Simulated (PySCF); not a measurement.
**From computed data to an observable: chemical shift, span and skew from a shielding tensor**

(E)-2-chlorobut-2-ene (C4H7Cl), SMILES C/C=C(\C)Cl. Atoms are numbered in the order given.

```xyz
12

C      0.3618     2.4246     0.0000
C      0.7033     0.9647     0.0000
C     -0.1629    -0.0565     0.0000
C     -1.6590    -0.0186     0.0000
Cl     0.4741    -1.7059     0.0000
H      0.7926     2.9258     0.8841
H     -0.7203     2.6146     0.0000
H      0.7926     2.9258    -0.8841
H      1.7689     0.7149     0.0000
H     -2.0576    -0.5390     0.8861
H     -2.0576    -0.5390    -0.8861
H     -2.0375     1.0123     0.0000
```
Charge 0, spin multiplicity 1.

The structure is a stationary point at B3LYP-D3(BJ)/def2-SVP.

GIAO shieldings from HF/pcSseg-1 in PySCF, non-relativistic, no solvent. The symmetric part of the tensor of C2 has the principal values -61.0, 82.8, 150.8 ppm. The same nucleus in TMS has σ = 192.6 ppm at this level (PySCF, at its B3LYP-D3(BJ)/def2-TZVP geometry). Without spin–orbit terms, shifts of atoms bonded to Cl or Br come out too high.

Work out the isotropic shielding, the ¹³C shift against TMS, the span and the skew.


σ(iso) = (σ11 + σ22 + σ33)/3 = 57.5 ppm. δ = σ(ref) − σ(iso) = 192.6 − (57.5) = 135.1 ppm.
Span Ω = σ33 − σ11 = 211.8 ppm. Skew κ = 3(σ(iso) − σ22)/Ω = -0.36. Tumbling in solution averages the tensor to δ; in a static solid the shielding alone would spread this spin-1/2 line over Ω.
